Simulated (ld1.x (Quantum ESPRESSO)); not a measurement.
An all-electron radial function and its pseudo partner (Pb (Z = 82))

Columns: radius, all-electron u(r) and pseudo u(r) of the 5d shell (level -21.29 eV) of lead in the configuration [Xe] 4f14 5d10 6s2 6p2; LDA (PZ), scalar-relativistic, ultrasoft scheme, ld1.x (Quantum ESPRESSO) 7.5.

```
r (bohr)  all-electron  pseudo
   0.152        0.1777  0.0024
   0.305       -0.4836  0.0189
   0.458       -0.2307  0.0597
   0.610        0.3079  0.1282
   0.762        0.7146  0.2207
   0.915        0.9240  0.3275
   1.068        0.9814  0.4330
   1.220        0.9477  0.5208
   1.372        0.8681  0.5789
   1.525        0.7692  0.6005
   1.678        0.6676  0.5853
   1.830        0.5721  0.5406
   1.982        0.4856  0.4776
   2.135        0.4091  0.4083
   2.288        0.3430  0.3430
   2.440        0.2869  0.2869
   2.592        0.2393  0.2393
   2.745        0.1991  0.1991
   2.898        0.1653  0.1653
   3.050        0.1373  0.1373
   3.202        0.1140  0.1140
   3.355        0.0944  0.0944
   3.508        0.0781  0.0781
   3.660        0.0648  0.0648
   3.812        0.0536  0.0536
   3.965        0.0444  0.0444
```

**Question.** How many radial nodes do the two functions have?

**Answer.** The all-electron 5d function has n − l − 1 = 2; the pseudo-wave has 0, since the states of the same l below it are removed with the core.

**Question.** At about which radius was the pseudo-wave matched?

**Answer.** 2.40 bohr, where the columns begin to agree (steps of 0.15 bohr).

**Question.** Where does each function peak?

**Answer.** Outermost all-electron maximum near 1.07 bohr, pseudo maximum near 1.52 bohr (to the table’s step).

**Question.** Is the pseudo-wave norm-conserving?

**Answer.** No, it belongs to an ultrasoft set: the norm inside the radius is not constrained, and the difference is carried by the augmentation charge.
